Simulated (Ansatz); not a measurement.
A structure relaxed at r2SCAN-D4/def2-TZVP in Ansatz, charge 1, singlet:

```xyz
3

Ag    0.470   -0.941   -1.807
Ag   -0.469    0.938    1.809
F    -0.001    0.003   -0.002
```

Question: Give its formula and point group.

Answer: the cluster Ag2F⁺. Point group D∞h (tolerance 0.1 Å).

Question: Summarise the bond lengths by kind (pairs closer than 1.2 times the sum of covalent radii, bridged metal pairs left out).

Answer: 2 × Ag–F 2.09 Å.

In the def2 sets Ag takes a core potential; there is no spin–orbit coupling. The relaxation made no stability test and no search for a lower SCF solution. The structure comes from a short search, and lower isomers may exist.
